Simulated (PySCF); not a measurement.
Species: C3H7FSi.
SMILES: `F[SiH]1CCC1`

The closed-shell ground state was solved at several levels (PySCF, density fitting, gas phase, non-relativistic). Geometry: PBE0-D3(BJ)/def2-SVP, one conformer, isolated molecule.

```
        level  basis functions  total energy (Eh)  HOMO (eV)  LUMO (eV)  gap (eV)  dipole (D)
 PBE/pcSseg-2              285          -507.6156      -6.85      -0.41      6.44        1.83
PBE0/pcSseg-1              127          -507.5181      -8.19       0.85      9.04        1.77
```

Task: What might CAM-B3LYP/def2-SVPD (163 basis functions) give for the same quantities?

Result: Total energy -507.5826 Eh, HOMO -9.56 eV, LUMO 1.30 eV, gap 10.86 eV, dipole 1.90 D.

Task: Over all these levels, which gives the widest orbital gap and which the narrowest?

Result: CAM-B3LYP/def2-SVPD (range-separated hybrid) has the widest, 10.86 eV, and PBE/pcSseg-2 (GGA) the narrowest, 6.44 eV. Functional and basis both differ between the two, so the spread mixes both effects.

Task: How far do the dipole and the HOMO energy spread over the levels?

Result: The dipole runs from 1.77 to 1.90 D (mean 1.83 D) and the HOMO from -9.56 to -6.85 eV.
